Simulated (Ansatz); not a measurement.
The cluster Si₇W₃⁻, relaxed as a doublet with UKS PBE-D4/def2-SVP in Ansatz, starting from the GFN2-xTB geometry. Force threshold 0.03 eV/Å.

In the def2 sets W takes a core potential; there is no spin–orbit coupling. The charge -1 doublet is spin-contaminated (final ⟨S²⟩ up to 1.53, 0.75 for a pure state). At PBE-D4/def2-SVP a quartet of charge -1 lies 0.14 eV below the doublet, each at its own geometry. The structure comes from a short search, and lower isomers may exist.

Start:

Cartesian coordinates in Å:
```
W -1.1870 0.5979 -2.0000
W 0.1771 1.3388 1.9342
W -0.1922 -2.7232 0.6353
Si 2.5146 -0.3027 -0.6957
Si -1.6945 0.6219 0.4203
Si 0.4076 -1.1751 -1.2500
Si 1.4546 1.6910 -0.1441
Si -2.3323 -1.5985 0.8822
Si 0.2450 2.5708 -1.9472
Si 0.6071 -1.0209 2.1651
```

```json
{"step": "1", "energy (eV)": "-60577.1798", "largest force component (eV/Å)": "1.742", "SCF passes": "179"}
{"step": "2", "energy (eV)": "-60577.8589", "largest force component (eV/Å)": "1.176", "SCF passes": "100"}
{"step": "3", "energy (eV)": "-60578.4883", "largest force component (eV/Å)": "0.818", "SCF passes": "81"}
{"step": "4", "energy (eV)": "-60578.9822", "largest force component (eV/Å)": "0.703", "SCF passes": "65"}
{"step": "5", "energy (eV)": "-60579.2758", "largest force component (eV/Å)": "0.667", "SCF passes": "64"}
{"step": "6", "energy (eV)": "-60579.5202", "largest force component (eV/Å)": "0.464", "SCF passes": "70"}
{"step": "7", "energy (eV)": "-60579.7133", "largest force component (eV/Å)": "0.459", "SCF passes": "68"}
{"step": "8", "energy (eV)": "-60579.9369", "largest force component (eV/Å)": "0.424", "SCF passes": "72"}
{"step": "9", "energy (eV)": "-60580.1517", "largest force component (eV/Å)": "0.419", "SCF passes": "71"}
{"step": "10", "energy (eV)": "-60580.3612", "largest force component (eV/Å)": "0.338", "SCF passes": "62"}
{"step": "11", "energy (eV)": "-60580.4170", "largest force component (eV/Å)": "0.713", "SCF passes": "62"}
{"step": "12", "energy (eV)": "-60580.5285", "largest force component (eV/Å)": "0.620", "SCF passes": "68"}
{"step": "13", "energy (eV)": "-60580.7442", "largest force component (eV/Å)": "0.322", "SCF passes": "66"}
{"step": "14", "energy (eV)": "-60580.8648", "largest force component (eV/Å)": "0.777", "SCF passes": "65"}
{"step": "15", "energy (eV)": "-60580.9498", "largest force component (eV/Å)": "0.456", "SCF passes": "67"}
{"step": "16", "energy (eV)": "-60581.0015", "largest force component (eV/Å)": "0.176", "SCF passes": "65"}
{"step": "17 (rejected)", "energy (eV)": "-60580.9954", "largest force component (eV/Å)": "0.492", "SCF passes": "69"}
{"step": "18", "energy (eV)": "-60581.0267", "largest force component (eV/Å)": "0.052", "SCF passes": "65"}
{"step": "19", "energy (eV)": "-60581.0286", "largest force component (eV/Å)": "0.083", "SCF passes": "59"}
{"step": "20", "energy (eV)": "-60581.0299", "largest force component (eV/Å)": "0.031", "SCF passes": "51"}
{"step": "21", "energy (eV)": "-60581.0300", "largest force component (eV/Å)": "0.033", "SCF passes": "51"}
{"step": "22", "energy (eV)": "-60581.0305", "largest force component (eV/Å)": "0.019", "SCF passes": "45"}
```

Force components are those of the run's own axes.

End:

```xyz
10

W    -1.213    0.285   -1.562
W     1.233    1.041    1.656
W    -0.171   -1.926    0.423
Si    2.306   -0.805    0.533
Si   -1.001    0.467    0.844
Si    0.994   -0.905   -1.546
Si    0.625    1.648   -0.668
Si   -2.451   -1.326   -0.017
Si   -0.831    2.576   -2.267
Si    0.510   -1.055    2.605
```

Bonds lost: Si4–Si7 (atoms count from 1). Bonds formed: W1–W3, W1–Si8, W2–W3, W2–Si4, W3–Si4, W3–Si5, Si5–Si7 (atoms count from 1).

No frequencies were taken in this run, so the end may be a saddle point.

It took 6.1 min on 4 threads of Arm Neoverse V2 on a shared host, peak host memory 0.58 GiB.
